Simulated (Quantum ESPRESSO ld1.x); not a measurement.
Question: Species: the cerium ion Ce14+. Configuration: [Kr] 4d8 (the NIST ground configuration). All-electron calculation, Dirac Kohn-Sham, relativistic LDA (MacDonald-Vosko exchange, VWN5 correlation), spin-unpolarised, spherical densities, point nucleus; open shells are shared between the two j in proportion to 2j + 1. Program: ld1.x of Quantum ESPRESSO 7.5. Some entries of the table are withheld. Estimate them.

orbital,occ.,eigenvalue (Ry),<r^2> (bohr^2),r(max) (bohr)
1s1/2,2,-2959.54,0.0008270,0.016
2s1/2,2,-491.341,0.01308,0.090
2p1/2,2,-465.611,0.009577,0.068
2p3/2,4,-433.114,0.01083,0.073
3s1/2,2,-121.348,(1),0.256
3p1/2,2,(2),0.08358,0.242
3p3/2,4,(3),0.09104,0.254
3d3/2,4,-84.6090,0.07424,0.203
3d5/2,6,-83.2212,0.07635,0.206
4s1/2,2,(4),0.4376,0.587
4p1/2,2,-35.0715,(5),0.597
4p3/2,4,-33.5779,(6),0.616
4d3/2,3.2,(7),0.5468,0.626
4d5/2,4.8,(8),0.5582,0.636

Answer: 
(1) 3s1/2 <r^2> (bohr^2): 0.08889
(2) 3p1/2 eigenvalue (Ry): -110.363
(3) 3p3/2 eigenvalue (Ry): -103.947
(4) 4s1/2 eigenvalue (Ry): -39.2462
(5) 4p1/2 <r^2> (bohr^2): 0.4591
(6) 4p3/2 <r^2> (bohr^2): 0.4935
(7) 4d3/2 eigenvalue (Ry): -26.6067
(8) 4d5/2 eigenvalue (Ry): -26.3248
